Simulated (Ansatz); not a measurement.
Computed with Ansatz.

A structure relaxed at PBE0-D4/def2-TZVP, charge 0, multiplicity 2:

```tsv
atom	x (Å)	y (Å)	z (Å)
F1	-1.780	-1.589	-1.164
Sn2	-0.062	-0.747	-1.429
F3	-0.607	0.795	-2.456
Si4	0.532	0.265	0.970
H5	1.750	1.091	0.790
H6	0.793	-0.888	1.865
H7	-0.626	1.073	1.424
```

Problem. Give its formula and SMILES.

Solution. F2H3SiSn, `[F][Sn]([F])[SiH3]`.

Problem. Point group (tolerance 0.08 Å, 0.16 Å for H)?

Solution. Cs.

Problem. Summarise the bond lengths by kind.

Solution. 2 × F–Sn 1.931 Å; 1 × Si–Sn 2.672 Å; 3 × H–Si 1.482 Å.
